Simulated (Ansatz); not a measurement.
Geometry optimisation, Ansatz 0.2.0, RHF/def2-SVPD.

input.yaml

```yaml
crystal:
  periodic: [false, false, false]
  atoms:
    - { symbol: Hf, position_ang: [0.278467, 0.069475, -0.206106] }
    - { symbol: F, position_ang: [0.01007, -0.034074, 1.732843] }
    - { symbol: F, position_ang: [2.170333, 0.032937, -0.471633] }
    - { symbol: F, position_ang: [-0.338725, 1.710034, -0.973824] }
    - { symbol: F, position_ang: [-0.413671, -1.464135, -1.122387] }
    - { symbol: O, position_ang: [-2.674075, -0.039339, 1.162204] }
    - { symbol: H, position_ang: [-3.296267, -0.749719, 1.164748] }
    - { symbol: H, position_ang: [-2.102832, -0.154878, 1.937054] }
basis:
  gaussian: { orbitals: def2-SVPD }
hamiltonian:
  xc: hf
relax:
  f_tol: 0.03
  max_steps: 50
```

Launched with:

```bash
$ ansatz run input.yaml --threads 4 --pin off --max-ram 5120MiB --backend cpu --events-out ev --progress --plain --runs-dir out
```

**Question.** Where does it end, and by what steps?

**Answer.** The run converged. The force dipped under the threshold on the way, but the program's further checks kept it going. After 11 steps the energy has fallen by 0.584 eV; H7 moved furthest, 0.76 Å. Joined: Hf1–O6.

```json
{"step": "0", "energy less start (eV)": "0.0000", "largest force component (eV/Å)": "1.073", "accepted": "yes"}
{"step": "1", "energy less start (eV)": "-0.0786", "largest force component (eV/Å)": "1.951", "accepted": "yes"}
{"step": "2", "energy less start (eV)": "-0.2685", "largest force component (eV/Å)": "2.241", "accepted": "yes"}
{"step": "3", "energy less start (eV)": "-0.4648", "largest force component (eV/Å)": "1.250", "accepted": "yes"}
{"step": "4", "energy less start (eV)": "-0.5289", "largest force component (eV/Å)": "1.447", "accepted": "yes"}
{"step": "5", "energy less start (eV)": "-0.5626", "largest force component (eV/Å)": "0.361", "accepted": "yes"}
{"step": "6", "energy less start (eV)": "-0.5800", "largest force component (eV/Å)": "0.233", "accepted": "yes"}
{"step": "7", "energy less start (eV)": "-0.5832", "largest force component (eV/Å)": "0.032", "accepted": "yes"}
{"step": "8", "energy less start (eV)": "-0.5834", "largest force component (eV/Å)": "0.046", "accepted": "yes"}
{"step": "9", "energy less start (eV)": "-0.5839", "largest force component (eV/Å)": "0.008", "accepted": "yes"}
{"step": "10", "energy less start (eV)": "-0.5840", "largest force component (eV/Å)": "0.056", "accepted": "yes"}
{"step": "11", "energy less start (eV)": "-0.5840", "largest force component (eV/Å)": "0.006", "accepted": "yes"}
```

```xyz
8
Properties=species:S:1:pos:R:3
Hf 0.011 0.050 0.023
F 0.320 0.072 1.941
F 1.829 -0.062 -0.595
F -0.571 1.735 -0.704
F -0.738 -1.497 -0.879
O -2.148 -0.142 0.954
H -2.791 -0.736 0.594
H -2.280 -0.049 1.888
```

Whether the end is a true minimum wasn't checked by a vibrational analysis.

Run time: 36 s on 4 threads of AMD EPYC 7R43 64-Core Processor (Zen 3), on a shared host, peak memory 0.51 GiB.
